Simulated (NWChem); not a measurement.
System: SnPH5; SMILES [PH2][SnH3]

```xyz
7

Sn     0.0015     0.6311    -0.0246
P      0.0061    -1.9155    -0.0976
H     -1.3861     1.1894    -0.8900
H      1.4303     1.1913    -0.8187
H     -0.0398     1.2566     1.5885
H     -1.0431    -1.9997     0.8892
H      1.0332    -1.9954     0.9123
```
Atoms are numbered in this order, from 1.

Level: PBE-D3(BJ)/def2-SVP with def2 effective core potentials on Sn (NWChem), optimised geometry, unscaled harmonic frequencies. def2 effective core potentials on Sn; no spin-orbit coupling.

```json
[
 {"frequency (cm⁻¹)": "104", "IR intensity (km/mol)": "2.2"},
 {"frequency (cm⁻¹)": "299", "IR intensity (km/mol)": "5.6"},
 {"frequency (cm⁻¹)": "361", "IR intensity (km/mol)": "22.5"},
 {"frequency (cm⁻¹)": "372", "IR intensity (km/mol)": "17.3"},
 {"frequency (cm⁻¹)": "636", "IR intensity (km/mol)": "65.3"},
 {"frequency (cm⁻¹)": "658", "IR intensity (km/mol)": "187.4"},
 {"frequency (cm⁻¹)": "667", "IR intensity (km/mol)": "17.7"},
 {"frequency (cm⁻¹)": "698", "IR intensity (km/mol)": "42.5"},
 {"frequency (cm⁻¹)": "707", "IR intensity (km/mol)": "28.2"},
 {"frequency (cm⁻¹)": "1050", "IR intensity (km/mol)": "13.4"},
 {"frequency (cm⁻¹)": "1834", "IR intensity (km/mol)": "111.8"},
 {"frequency (cm⁻¹)": "1856", "IR intensity (km/mol)": "154.5"},
 {"frequency (cm⁻¹)": "1865", "IR intensity (km/mol)": "163.2"},
 {"frequency (cm⁻¹)": "2307", "IR intensity (km/mol)": "35.0"},
 {"frequency (cm⁻¹)": "2326", "IR intensity (km/mol)": "46.4"}
]
```

| Property | Value |
|---|---|
| zero-point energy | 22.5 kcal/mol |
| thermal correction to the enthalpy at 298.15 K (with zero-point energy) | 26.4 kcal/mol |
| heat capacity Cv | 17.5 cal/(mol K) |
| entropy at 298.15 K and 1 atm (symmetry number 1) | 74.1 cal/(mol K) |

Rigid rotor and harmonic oscillator.
